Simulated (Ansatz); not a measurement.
LiI2⁻. Total charge -1; singlet. Geometry r2SCAN-D4/def2-TZVPD; atoms count from 1.

```xyz
3

Li    0.000    0.000    0.000
I     0.626   -1.888   -1.595
I    -0.626    1.888    1.594
```

In the def2 sets I takes a core potential; there is no spin–orbit coupling. The structure comes from a short search, and lower isomers may exist.

Question: Estimate the Mulliken populations from the PBE0/def2-TZVPD orbitals of Ansatz.

Answer: 
```tsv
atom	charge (e)
Li1	0.66
I2	-0.83
I3	-0.83
```
Mulliken values and Mayer orders depend strongly on the basis. With diffuse functions, as here, like atoms can get unlike values, and bond orders can come out too low or too high.

Question: And the Mayer bond orders between bonded heavy atoms (over 0.3)?

Answer: Li1–I2 0.30 (2.55 Å); Li1–I3 0.30 (2.55 Å).
